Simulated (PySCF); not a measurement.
## `C=C(F)O[C@H](F)C(=O)O`, C4H4F2O3

Geometry:
```json
{"atom": "C1", "x (Å)": "-2.490", "y (Å)": "0.314", "z (Å)": "-0.507"}
{"atom": "C2", "x (Å)": "-1.374", "y (Å)": "-0.187", "z (Å)": "-0.018"}
{"atom": "F3", "x (Å)": "-0.942", "y (Å)": "-1.420", "z (Å)": "-0.365"}
{"atom": "O4", "x (Å)": "-0.592", "y (Å)": "0.410", "z (Å)": "0.905"}
{"atom": "C5", "x (Å)": "0.725", "y (Å)": "-0.029", "z (Å)": "1.005"}
{"atom": "F6", "x (Å)": "1.317", "y (Å)": "0.755", "z (Å)": "1.940"}
{"atom": "C7", "x (Å)": "1.487", "y (Å)": "0.125", "z (Å)": "-0.335"}
{"atom": "O8", "x (Å)": "0.998", "y (Å)": "0.568", "z (Å)": "-1.331"}
{"atom": "O9", "x (Å)": "2.729", "y (Å)": "-0.311", "z (Å)": "-0.215"}
{"atom": "H10", "x (Å)": "-3.083", "y (Å)": "-0.256", "z (Å)": "-1.193"}
{"atom": "H11", "x (Å)": "-2.809", "y (Å)": "1.297", "z (Å)": "-0.223"}
{"atom": "H12", "x (Å)": "0.801", "y (Å)": "-1.072", "z (Å)": "1.359"}
{"atom": "H13", "x (Å)": "3.228", "y (Å)": "-0.193", "z (Å)": "-1.041"}
```

Computed with GIAO CAM-B3LYP/pcSseg-1 magnetisability, rotational g tensor and spin-rotation constants, non-relativistic, gas phase in PySCF. Geometry: GFN2-xTB.

Task: Give the nuclear spin-rotation constants along the inertial axes (H = +C I·J) beside the isotropic shieldings.

Result: Rotational constants 2.6655, 1.2629, 1.0420 GHz. A star marks the isotopologue with that one atom substituted, in its own axes.
```csv
atom,isotope,Caa (kHz),Cbb (kHz),Ccc (kHz),mean (kHz),σ (ppm)
F3,19F,3.719,1.473,1.027,2.073,264.8
F6,19F,1.020,0.903,0.996,0.973,352.0
H10,1H,-0.037,-0.049,-0.107,-0.065,27.6
H11,1H,-0.274,-0.074,0.005,-0.115,27.7
H12,1H,-0.278,-0.120,0.076,-0.107,25.5
H13,1H,-0.199,0.018,-0.111,-0.097,25.1
C1,13C*,0.563,0.302,0.243,0.369,111.3
C2,13C*,0.874,0.537,0.400,0.604,10.3
O4,17O*,-0.468,-0.179,-0.201,-0.283,188.7
C5,13C*,0.715,0.355,0.294,0.455,77.2
C7,13C*,1.202,0.500,0.296,0.666,12.0
O8,17O*,-1.333,-0.577,-0.283,-0.731,-103.8
O9,17O*,-0.368,-0.354,-0.214,-0.312,140.4
```
For the geometry as given, no vibrational averaging.
